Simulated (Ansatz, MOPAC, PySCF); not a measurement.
C6H7O2Sb, SMILES `[OH][Sb]([OH])[c]1ccccc1`, neutral singlet in the gas phase. In the def2 sets core potentials replace the inner electrons of Sb.

Z-matrix (Å, degrees):
```
C
C 1 1.4018
H 2 1.0925 1 119.43
C 2 1.3981 3 120.57 1 178.50
H 4 1.0931 2 119.86 3 1.19
C 4 1.3984 5 119.96 2 179.61
H 6 1.0929 4 120.02 5 0.43
C 6 1.3983 7 119.96 4 179.72
H 8 1.0930 6 120.11 7 -0.28
C 8 1.3980 9 119.98 6 179.79
H 10 1.0945 8 119.46 9 -0.90
Sb 1 2.1629 2 120.85 3 -1.01
O 12 2.0015 1 93.88 2 124.33
H 13 0.9700 12 109.95 1 -30.78
O 12 2.0121 13 101.30 14 59.32
H 15 0.9678 12 110.56 13 96.82
```
Charge 0, multiplicity 1.

All levels are single points at this geometry (B3LYP-D3(BJ)/def2-SVP); Pople sets use spherical d functions. Orbital energies aren't observables, and empty levels follow the basis.

| level | HOMO (eV) | LUMO (eV) | gap (eV) | dipole (D) | vertical IE, Delta-SCF (eV) |
|---|---|---|---|---|---|
| CAM-B3LYP-D3(BJ)/def2-TZVP in Ansatz | -8.50 | -0.16 | 8.34 | 1.59 | – |
| PBE-D3(BJ)/def2-TZVP in Ansatz | -6.24 | -1.90 | 4.34 | 1.39 | 8.63 |
| PBE0-D3(BJ)/def2-TZVP in Ansatz | -7.29 | -1.13 | 6.16 | 1.52 | 8.91 |
| PBE/6-31G* (LANL2DZ on Sb) in PySCF | -5.91 | -1.55 | 4.36 | 1.33 | 8.37 |
| AM1 in MOPAC | -9.52 | 0.42 | 9.94 | 2.16 | – |
| PM7 in MOPAC | -9.86 | -0.31 | 9.55 | 3.04 | – |

Ansatz is a first-principles code.
